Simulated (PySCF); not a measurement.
System: C2H7O2Si, charge -1, multiplicity 1. It need not be the lowest isomer of its formula. Whether it binds its extra electron was not tested at this geometry. 
Coordinates optimised at B3LYP-D3(BJ)/def2-TZVP (Ansatz):
SMILES: [Si]([CH2-])(O)(C)O
```xyz
12

C      1.6763    -0.6316    -0.5488
Si     0.1182    -0.0620     0.0050
C     -1.3244    -0.6144    -1.1031
O     -0.3733    -0.4001     1.6023
O     -0.0404     1.6514     0.0921
H      2.5596    -0.6623     0.0840
H      1.7506    -1.2350    -1.4498
H     -1.5712    -1.6660    -0.9350
H     -1.0670    -0.4908    -2.1591
H     -2.2197    -0.0176    -0.9023
H     -0.6412     0.4212     2.0247
H      0.7331     1.9839    -0.3754
```
Charge -1, spin multiplicity 1.

Dispersion corrections to the total energy (kcal/mol) from the dftd3 and dftd4 libraries through PySCF: D3(BJ) without and D4 with the three-body term, each with the damping fitted for the functional named.

```csv
functional,D3(BJ),D4
B3LYP,(withheld),-10.36
B2PLYP,-4.61,-4.53
TPSSh,(withheld),-7.94
PBE,-5.59,-6.48
PBE0,-4.89,(withheld)
r2SCAN,-1.60,-1.64
CAM-B3LYP,-4.46,-5.51
```

What belongs in the gaps?


- B3LYP, D3(BJ): -9.79
- TPSSh, D3(BJ): -6.52
- PBE0, D4: -5.47
